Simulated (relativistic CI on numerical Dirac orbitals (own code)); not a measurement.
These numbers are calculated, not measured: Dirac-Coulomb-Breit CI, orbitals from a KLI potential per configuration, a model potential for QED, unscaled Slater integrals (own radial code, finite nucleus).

The strongest absorption lines from the ground level of an ion, among the configurations computed and to levels below about 5590 eV (vacuum wavelength in nm, gf): 0.24901 (0.54), 0.25512 (0.58), 0.25562 (0.64), 0.25577 (1.8), 0.25579 (2.9), 0.25694 (0.69), 0.27157 (4.1), 0.27228 (1.4).

Which ion is it?
A. In⁴¹⁺
B. La⁴⁹⁺
C. Pm⁵³⁺
D. I⁴⁵⁺

D. I⁴⁵⁺ has 8 electrons and the ground level 2s2 2p4 3P_2; the strongest line goes to 2s2 2p3 3d 3D°_3. The pattern of lines fixes the number of electrons, and along that sequence the line energies rise steadily with the charge (about as its square where n changes within one kind of shell, about linearly where n is kept but much faster in heavy ions where fine structure, which grows about as Z⁴, sets the gap, and irregularly where shells cross), which fixes Z. Configurations outside the model, such as inner-shell arrays, can give stronger lines. At this charge energies of transitions that change n are usually good to better than 1 %, and those within a shell (Δn = 0) to a few per cent.

LS names give the leading component of a level, which can be under half, so a name can repeat, a term be missing and a line seem to break the LS rules.
